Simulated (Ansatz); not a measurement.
The same path of Cl3HInO (6 atoms, charge 0, multiplicity 2) was run 3 times with different band settings. Lost on the way: In1–O5. Made: Cl2–O5.

All numbers below come from UKS PBE/def2-SVP (Ansatz 0.2.0).

Relaxed end points:

```xyz
6
Properties=species:S:1:pos:R:3
In -0.036 -0.099 0.926
Cl 0.978 -1.730 2.522
Cl 1.478 1.026 -0.458
Cl -2.221 -0.682 0.286
O 0.021 0.554 3.001
H -0.735 0.130 3.471
```

```xyz
6
Properties=species:S:1:pos:R:3
In -0.491 0.754 -0.027
Cl 0.866 -0.026 2.361
Cl 1.778 -0.145 -0.384
Cl -2.366 -0.772 -0.113
O 0.091 0.121 3.927
H -0.393 -0.733 3.983
```

Common settings: spring 5.0 eV/Å²; start path through a guess of the saddle point; force threshold 0.05 eV/Å; iteration limit 60; end points relaxed.

| run | movable images | climbing image | optimiser |
| --- | --- | --- | --- |
| 1 | 5 | yes | quadratic models (default) |
| 2 | 5 | from the first iteration | fire |
| 3 | 8 | no | quadratic models (default) |

(1) What does each run give, and how far can it be trusted?

## Answers

(1) Run 1: converged after 58 iterations, highest image 1.801 eV above the first end. The top lies less than 8 meV above the higher end, about what the thresholds resolve: that end is a shoulder or a very shallow well. A vibrational analysis at the climbing image gives one clearly imaginary mode, 42i cm⁻¹: a first-order saddle point.
Run 2: converged after 59 iterations, highest image 1.959 eV above the first end. The profile has 2 maxima (images 3, 5) with wells between them (image 4): this band takes more than one step, which may be the mechanism or a detour left from its start path. The order of the point at the top wasn't checked.
Run 3: converged after 44 iterations, highest image 1.863 eV above the first end. The profile has 3 maxima (images 2, 4, 8) with wells between them (images 3, 5): this band takes more than one step, which may be the mechanism or a detour left from its start path. No image climbed, so the highest image needn't sit at the top of the path.
